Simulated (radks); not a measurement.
Results of a calculation; reference values are marked as such.
Q: Valence configurations of Be II (all share [He]). Level of theory: scalar-relativistic Kohn-Sham, r2SCAN, spin-polarised, spherical densities, finite nucleus; open shells are filled with parallel spins first; meta-GGA in the generalised Kohn-Sham scheme; Fermi nuclear charge, rms radius 2.519 fm (a radial shooting solver on a logarithmic mesh with Libxc functionals). Order these by energy: 2s1; 2p1; 2s0.5 2p0.5.

A: From the lowest, in eV above it: 2s1 0.000; 2s0.5 2p0.5 2.254; 2p1 4.455. NIST lists [He] 2s1 as the ground configuration; this level of theory agrees among the configurations tried. The energies are those of spherical high-spin densities, not of single terms.
